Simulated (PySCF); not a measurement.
An unknown is described by computed data only.

Formula: C5H4FOP3.

| Item | Value |
| --- | --- |
| 1H NMR | chemical shifts (computed TMS as zero) by class: 10.53 (1 H), 3.59 (3 H) ppm [GIAO PBE0/pcSseg-1] |
| NMR, other nuclei | isotropic shieldings of nuclei other than C and H, by class: -321 (1 O), 214 (1 F), 25 (1 P), 66 (1 P), 70 (1 P) ppm [GIAO PBE0/pcSseg-1] |
| Polarisability | 139.8 au [CAM-B3LYP/def2-SVPD] |
| Dipole | 2.18 D [CAM-B3LYP/def2-SVPD] |
| Triplet | lowest triplet excitation (Tamm–Dancoff): 2.27 eV [TDA CAM-B3LYP/def2-SVPD] |
| Rotational structure | rotational constants A, B, C: 1.133, 0.795, 0.468 GHz [GFN2-xTB] |
| UV, first state | lowest singlet excitation: 3.03 eV (410 nm, f = 0.003) [TDDFT CAM-B3LYP/def2-SVPD] |
| 13C NMR | chemical shifts (computed TMS as zero) by class: 253.9 (1 C), 223.1 (1 C), 208.4 (1 C), 198.8 (1 C), 33.0 (1 C) ppm [GIAO PBE0/pcSseg-1] |

The electronic properties come from PySCF, for the isolated species, density fitting. Levels stand in brackets. The structure is a single GFN2-xTB conformer in the gas phase; no vibrational or solvent corrections. GFN2-xTB frequencies show an imaginary mode (31i cm⁻¹), so this geometry is no minimum at that level. NMR classes are plain means over equivalent atoms (diastereotopic ones count apart unless rotation or inversion swaps them), as if these changed places fast.

Q: Propose a structure and show how it fits.

A: Numbering: `[CH3:1][c:2]1[p:3][c:4]([F:5])[p:6][c:7]([CH:8]=[O:9])[p:10]1`. 5 carbons fall into 5 classes; from least to most shielded: aromatic C–F carbon [C4] (253.9 ppm), substituted aromatic carbon [C2] (223.1 ppm), substituted aromatic carbon [C7] (208.4 ppm), aldehyde carbon [C8] (198.8 ppm), benzylic-type carbon [C1] (33.0 ppm). Hydrogen classes from least to most shielded: 1 H on an aldehyde carbon, C8 (10.53 ppm), 3 H on a benzylic-type carbon, C1 (3.59 ppm). The other shieldings belong to: -321 ppm, aldehyde oxygen [O9]; 214 ppm, aryl fluorine [F5]; 25 ppm, phosphorus bonded to 2 C [P10]; 66 ppm, phosphorus bonded to 2 C [P3]; 70 ppm, phosphorus bonded to 2 C [P6]. S1 is mainly HOMO−1→LUMO (weight 0.89); the largest Löwdin shares of the orbital it empties are 0.31 on a phosphorus bonded to 2 C, 0.28 on the aldehyde oxygen, 0.11 on a phosphorus bonded to 2 C and 0.09 on a substituted aromatic carbon, of the orbital it fills 0.21 on a phosphorus bonded to 2 C, 0.14 on a substituted aromatic carbon, 0.12 on a phosphorus bonded to 2 C and 0.11 on the aromatic C–F carbon. By its constants the optimised geometry is an asymmetric top. Structure: `CC1=PC(F)=PC(C=O)=P1`. The assignments are read from this structure; whether some other isomer fits the data as well wasn't checked.

Shape of the structure used: `[CH3:1][c:2]1[p:3][c:4]([F:5])[p:6][c:7]([CH:8]=[O:9])[p:10]1`: P6–C7–C8–O9 180°.
